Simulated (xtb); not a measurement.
C₅H₉O₂ (SMILES [CH2]C(C)(C)C(=O)O), doublet, from a rough starting geometry; GFN2-xTB run with xtb.

Here is a job for xtb.
```
$ xtb mol.xyz --gfn 2 --uhf 1 --opt vtight --json

# file mol.xyz
16

C      0.15051337    -1.53549040     0.00112095
C     -0.20504101    -0.07246671    -0.04403192
C     -0.01703444     0.54378958    -1.39047216
C     -1.58670595     0.26083381     0.51097859
C      0.93464184     0.31323445     0.89338902
O      0.70448091     0.38840272     2.10315347
O      2.08128685     0.46017425     0.36660894
H     -0.28118174    -2.10240153     0.74796729
H      0.89468088    -1.87298571    -0.63356949
H     -0.08364696     1.64454926    -1.43466844
H     -0.70898736     0.17301606    -2.13663039
H      1.04739973     0.32948045    -1.81345265
H     -1.65613317     1.29287722     0.57143251
H     -2.34016911    -0.25299288    -0.12365391
H     -1.63753085    -0.21258649     1.46655384
H      2.74142855     0.65206494     1.03209616
```

### Question
Predict the main parts of the log of this xtb run.

### Answer

```
   ID    Z sym.   atoms
    1    6 C      1-5
    2    8 O      6, 7
    3    1 H      8-16

           -------------------------------------------------
          |                Calculation Setup                |
           -------------------------------------------------

           -------------------------------------------------
          |                 G F N 2 - x T B                 |
           -------------------------------------------------

          ...................................................
          :                      SETUP                      :
          :.................................................:
          :  # basis functions                  37          :
          :  # atomic orbitals                  37          :
          :  # shells                           23          :
          :  # electrons                        41          :
          :  max. iterations                   250          :
          :  Hamiltonian                  GFN2-xTB          :
          :  restarted?                      false          :
          :  GBSA solvation                  false          :
          :  PC potential                    false          :
          :  electronic temp.          300.0000000     K    :
          :  accuracy                    1.0000000          :
          :  -> integral cutoff          0.2500000E+02      :
          :  -> integral neglect         0.1000000E-07      :
          :  -> SCF convergence          0.1000000E-05 Eh   :
          :  -> wf. convergence          0.1000000E-03 e    :
          :  Broyden damping             0.4000000          :
          :  net charge                          0          :
          :  unpaired electrons                  1          :
          ...................................................

 iter      E             dE          RMSdq      gap      omega  full diag
   1    -23.5718994 -0.235719E+02  0.383E+00    4.06       0.0  T
   2    -23.6196857 -0.477863E-01  0.212E+00    3.21       1.0  T
   3    -23.6230251 -0.333948E-02  0.118E+00    3.54       1.0  T
   4    -23.6256565 -0.263136E-02  0.243E-01    3.13       1.0  T
   5    -23.6260932 -0.436657E-03  0.101E-01    3.29       1.0  T
   6    -23.6261289 -0.357705E-04  0.446E-02    3.25       1.0  T
   7    -23.6261412 -0.122236E-04  0.112E-02    3.27       2.2  T
   8    -23.6261414 -0.213346E-06  0.370E-03    3.27       6.8  T
   9    -23.6261414 -0.369928E-07  0.156E-03    3.27      16.0  T
  10    -23.6261414 -0.581792E-08  0.670E-04    3.27      37.3  T
  11    -23.6261414 -0.140185E-08  0.195E-04    3.27     128.5  T

   *** convergence criteria satisfied after 11 iterations ***

         :::::::::::::::::::::::::::::::::::::::::::::::::::::
         ::                     SUMMARY                     ::
         :::::::::::::::::::::::::::::::::::::::::::::::::::::
         :: total energy             -23.341409169899 Eh    ::
         :: gradient norm              0.158391656119 Eh/a0 ::
         :: HOMO-LUMO gap              3.268170691334 eV    ::
         ::.................................................::
         :: SCC energy               -23.626111775322 Eh    ::
         :: -> isotropic ES            0.055067098112 Eh    ::
         :: -> anisotropic ES          0.002214715631 Eh    ::
         :: -> anisotropic XC          0.005562884327 Eh    ::
         :: -> dispersion             -0.010372144012 Eh    ::
         :: repulsion energy           0.284702605423 Eh    ::
         :: add. restraining           0.000000000000 Eh    ::
         :: total charge              -0.000000000000 e     ::
         :::::::::::::::::::::::::::::::::::::::::::::::::::::

      -----------------------------------------------------------
     |                   =====================                   |
     |                        A N C O P T                        |
     |                   =====================                   |
     |               Approximate Normal Coordinate               |
     |                Rational Function Optimizer                |
      -----------------------------------------------------------
      -----------------------------------------------------------
     |                   =====================                   |
     |                        A N C O P T                        |
     |                   =====================                   |
     |               Approximate Normal Coordinate               |
     |                Rational Function Optimizer                |
      -----------------------------------------------------------

          ...................................................
          :                      SETUP                      :
          :.................................................:
          :   optimization level         verytight          :
          :   max. optcycles                   320          :
          :   ANC micro-cycles                  20          :
          :   degrees of freedom                42          :
          :.................................................:
          :   RF solver                   davidson          :
          :   write xtbopt.log                true          :
          :   linear?                        false          :
          :   energy convergence         0.1000000E-06 Eh   :
          :   grad. convergence          0.2000000E-03 Eh/α :
          :   maxmium RF displ.          1.0000000          :
          :   Hlow (freq-cutoff)         0.1000000E-01      :
          :   Hmax (freq-cutoff)         5.0000000          :
          :   S6 in model hess.         20.0000000          :
          ...................................................

generating ANC from exact Hessian ...
Using Lindh-Hessian (1995)
 Shifting diagonal of input Hessian by    3.7239713850495517E-003
 Lowest  eigenvalues of input Hessian
    0.000000    0.000000    0.000000    0.000000    0.000000    0.000000
[...]
 * total energy  :   -23.3565372 Eh     change       -0.1512804E-01 Eh
 * total energy  :   -23.3594999 Eh     change       -0.2962682E-02 Eh
 * total energy  :   -23.3597296 Eh     change       -0.2297391E-03 Eh
 * total energy  :   -23.3597864 Eh     change       -0.5676070E-04 Eh
 * total energy  :   -23.3597955 Eh     change       -0.9153496E-05 Eh
 * total energy  :   -23.3598034 Eh     change       -0.7828940E-05 Eh
 * total energy  :   -23.3598079 Eh     change       -0.4500720E-05 Eh
 * total energy  :   -23.3598124 Eh     change       -0.4505971E-05 Eh
 * total energy  :   -23.3598139 Eh     change       -0.1505522E-05 Eh
 * total energy  :   -23.3598146 Eh     change       -0.7097010E-06 Eh
 * total energy  :   -23.3598148 Eh     change       -0.2285523E-06 Eh
 * total energy  :   -23.3598149 Eh     change       -0.4926147E-07 Eh
   *** GEOMETRY OPTIMIZATION CONVERGED AFTER 13 ITERATIONS ***
         :: total energy             -23.359814877518 Eh    ::
[...]
           -------------------------------------------------

    * Orbital Energies and Occupations

         #    Occupation            Energy/Eh            Energy/eV
      -------------------------------------------------------------
         1        2.0000           -0.7413248             -20.1725
       ...           ...                  ...                  ...
         9        2.0000           -0.5621349             -15.2965
        10        2.0000           -0.5432799             -14.7834
        11        2.0000           -0.5114374             -13.9169
        12        2.0000           -0.5072675             -13.8035
        13        2.0000           -0.5028443             -13.6831
        14        2.0000           -0.4772733             -12.9873
        15        2.0000           -0.4717555             -12.8371
        16        2.0000           -0.4666860             -12.6992
        17        2.0000           -0.4613536             -12.5541
        18        2.0000           -0.4523375             -12.3087
        19        2.0000           -0.4464613             -12.1488
        20        2.0000           -0.4184681             -11.3871
        21        1.0000           -0.3294928              -8.9660 (HOMO)
        22                         -0.2111333              -5.7452 (LUMO)
        23                          0.0298627               0.8126
        24                          0.0741124               2.0167
        25                          0.0861064               2.3431
        26                          0.1197009               3.2572
        27                          0.1342485               3.6531
        28                          0.1737168               4.7271
        29                          0.1954809               5.3193
        30                          0.2024819               5.5098
        31                          0.2218864               6.0378
        32                          0.2358085               6.4167
       ...                                ...                  ...
        37                          0.6241384              16.9837
      -------------------------------------------------------------
                  HL-Gap            0.1183595 Eh            3.2207 eV
             Fermi-level           -0.3221468 Eh           -8.7661 eV

     #   Z          covCN         q      C6AA      α(0)
     1   6 C        3.016    -0.099    30.471     9.055
     2   6 C        3.904     0.026    20.077     6.369
     3   6 C        3.757    -0.113    22.707     6.794
     4   6 C        3.759    -0.113    22.713     6.794
     5   6 C        2.868     0.355    20.985     7.509
     6   8 O        0.856    -0.424    22.174     6.313
     7   8 O        1.659    -0.386    20.576     6.124
     8   1 H        0.926     0.056     2.252     2.347
     9   1 H        0.926     0.053     2.282     2.362
    10   1 H        0.925     0.047     2.356     2.400
    11   1 H        0.925     0.051     2.311     2.377
    12   1 H        0.925     0.060     2.203     2.321
    13   1 H        0.925     0.048     2.344     2.394
    14   1 H        0.925     0.050     2.325     2.385
    15   1 H        0.925     0.063     2.165     2.301
    16   1 H        0.805     0.327     0.645     1.262

 Mol. C6AA /au·bohr⁶  :       2125.882564
 Mol. C8AA /au·bohr⁸  :      46403.727779
 Mol. α(0) /au        :         69.107839

Wiberg/Mayer (AO) data.
largest (>0.10) Wiberg bond orders for each atom

 ---------------------------------------------------------------------------
     #   Z sym  total        # sym  WBO       # sym  WBO       # sym  WBO
 ---------------------------------------------------------------------------
     1   6 C    3.438 --     2 C    1.067     8 H    0.982     9 H    0.982
                             5 C    0.209     6 O    0.115
     2   6 C    3.982 --     1 C    1.067     4 C    0.989     3 C    0.988
                             5 C    0.860
     3   6 C    3.992 --     2 C    0.988    10 H    0.985    12 H    0.983
                            11 H    0.982
     4   6 C    3.992 --     2 C    0.989    13 H    0.985    14 H    0.984
                            15 H    0.982
     5   6 C    3.908 --     6 O    1.707     7 O    1.104     2 C    0.860
                             1 C    0.209
     6   8 O    2.042 --     5 C    1.707     7 O    0.151     1 C    0.115
     7   8 O    2.172 --     5 C    1.104    16 H    0.868     6 O    0.151
     8   1 H    0.997 --     1 C    0.982
     9   1 H    0.997 --     1 C    0.982
    10   1 H    0.998 --     3 C    0.985
    11   1 H    0.997 --     3 C    0.982
    12   1 H    0.996 --     3 C    0.983
    13   1 H    0.998 --     4 C    0.985
    14   1 H    0.997 --     4 C    0.984
    15   1 H    0.996 --     4 C    0.982
    16   1 H    0.893 --     7 O    0.868
 ---------------------------------------------------------------------------

Topologies differ in total number of bonds
Writing topology from bond orders to xtbtopo.mol

molecular dipole:
                 x           y           z       tot (Debye)
 q only:        0.012      -0.067      -0.799
   full:        0.214      -0.079      -0.733       1.952
molecular quadrupole (traceless):
                xx          xy          yy          xz          yz          zz
 q only:        5.414       0.585       0.682       0.614      -0.821      -6.096
  q+dip:        6.184       0.408       1.500       1.905      -0.965      -7.684
   full:        6.274       0.424       1.651       2.067      -0.929      -7.925

optimized geometry written to: xtbopt.xyz

           -------------------------------------------------
          | TOTAL ENERGY              -23.359814877518 Eh   |
          | GRADIENT NORM               0.000057986063 Eh/α |
          | HOMO-LUMO GAP               3.220727208428 eV   |
           -------------------------------------------------

normal termination of xtb
```
